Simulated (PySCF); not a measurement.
chloro(methylsilyl)silane (CH7ClSi2), SMILES C[SiH2][SiH2]Cl.

Geometry optimised at B3LYP-D3(BJ)/def2-SVP. One conformer was computed; it need not be the lowest.

Level of theory: TDDFT-PBE/def2-SVPD in PySCF.

Vertical excitations. 

Computed UV-visible absorptions:
```csv
state,energy (eV),λ (nm),f,main pairs
S1,5.60,221,0.015,HOMO→LUMO 98 %
S2,6.18,201,0.003,HOMO−1→LUMO 99 %
S3,6.38,194,0.015,HOMO→LUMO+1 91 %
S4,6.70,185,0.023,HOMO→LUMO+2 78 %
S5,6.75,184,0.016,HOMO−2→LUMO 84 %
S6,6.89,180,0.004,"HOMO−3→LUMO 70 %, HOMO→LUMO+3 21 %"
S7,6.92,179,0.007,HOMO−1→LUMO+1 88 %
S8,7.12,174,0.050,"HOMO−4→LUMO 71 %, HOMO→LUMO+3 11 %"
S9,7.15,173,0.179,"HOMO→LUMO+3 43 %, HOMO−4→LUMO 19 %, HOMO→LUMO+2 10 %, HOMO−1→LUMO+1 7 %"
S10,7.26,171,0.004,HOMO→LUMO+4 83 %
T1,5.07,245,0,HOMO→LUMO 99 %
T2,5.77,215,0,HOMO→LUMO+1 96 %
T3,5.89,211,0,HOMO−1→LUMO 99 %
T4,6.31,197,0,HOMO→LUMO+2 90 %
```
Triplets are in the Tamm–Dancoff approximation, which puts them higher than full response would, so one can lie above its singlet here.
